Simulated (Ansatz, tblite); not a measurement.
Removing an electron: Si20AsH28⁻. Total charge -1; singlet. Geometry: PBE-D4/def2-SVP. Ansatz, gas phase; energy differences of separate SCF runs; the oxidised species was run as a doublet alone.

Cartesian coordinates in Å:
```
As 1.520 -0.895 4.245
Si 3.402 1.155 0.794
Si -0.136 2.575 3.389
Si -2.311 -0.579 3.449
Si 0.540 -0.946 0.909
Si -3.364 -2.366 0.294
Si -2.172 1.296 0.254
Si -0.782 -3.073 -2.372
Si 1.687 2.595 0.037
Si 3.783 1.481 -2.795
Si 0.092 0.494 -2.732
Si 2.817 -1.963 -1.758
Si -3.565 -0.400 -2.928
Si -0.449 0.482 4.414
Si 4.106 -0.111 -1.078
Si -0.430 2.679 1.052
Si -1.807 -0.835 1.166
Si 0.565 -1.395 -1.416
Si -3.049 -2.518 -2.032
Si -2.060 1.212 -2.101
Si 1.606 2.234 -2.296
H 1.440 -1.230 5.764
H 0.700 -2.157 3.916
H 3.216 0.438 2.100
H 4.591 2.093 0.979
H 1.228 3.132 3.743
H -1.146 3.514 4.023
H -2.503 -1.914 4.136
H -3.568 0.227 3.709
H 0.772 -2.420 1.281
H -3.144 -3.729 0.912
H -4.803 -1.989 0.590
H -3.482 1.951 0.646
H -0.536 -4.411 -1.709
H -0.527 -3.270 -3.853
H 2.235 4.005 0.197
H 4.785 2.611 -2.715
H 3.895 0.876 -4.175
H 0.093 0.174 -4.213
H 3.169 -3.178 -0.928
H 3.205 -2.286 -3.187
H -4.995 -0.050 -2.577
H -3.489 -0.434 -4.440
H -0.687 0.767 5.885
H 5.574 -0.463 -0.946
H -0.870 4.110 0.777
H -3.975 -3.544 -2.659
H -2.390 2.562 -2.707
H 1.217 3.490 -3.045
```

The xTB rows come from tblite. HSE06 is defined as in plane-wave codes, on full-range PBE exchange. Single mean-field runs in def2-SVP are fitted with def2-universal-jkfit.

| level | −HOMO (eV) | vertical IE (eV) | −LUMO (eV) | HOMO–LUMO gap (eV) |
| --- | --- | --- | --- | --- |
| GFN1-xTB | 7.97 | 9.36 | 5.89 | 2.08 |
| GFN2-xTB | 5.36 | 6.96 | 3.23 | 2.13 |
| HSE06-D4/def2-SVP | 2.35 | 3.76 | -0.89 | 3.24 |
| CAM-B3LYP-D4/def2-SVP | 3.64 | 3.73 | -2.41 | 6.05 |

Problem. Estimate the rows for PBE-D4/def2-SVP, BLYP-D4/def2-SVP, r2SCAN-D4/def2-SVP, PBE0-D4/def2-SVP.

Solution. 
```tsv
level	−HOMO (eV)	vertical IE (eV)	−LUMO (eV)	HOMO–LUMO gap (eV)
PBE-D4/def2-SVP	1.92	3.69	-0.60	2.52
BLYP-D4/def2-SVP	1.71	3.60	-0.90	2.61
r2SCAN-D4/def2-SVP	2.08	3.67	-0.69	2.76
PBE0-D4/def2-SVP	2.71	3.76	-1.25	3.95
```

 Raw xTB energy differences between charge states are shifted by several eV; the methods need an empirical correction for them.
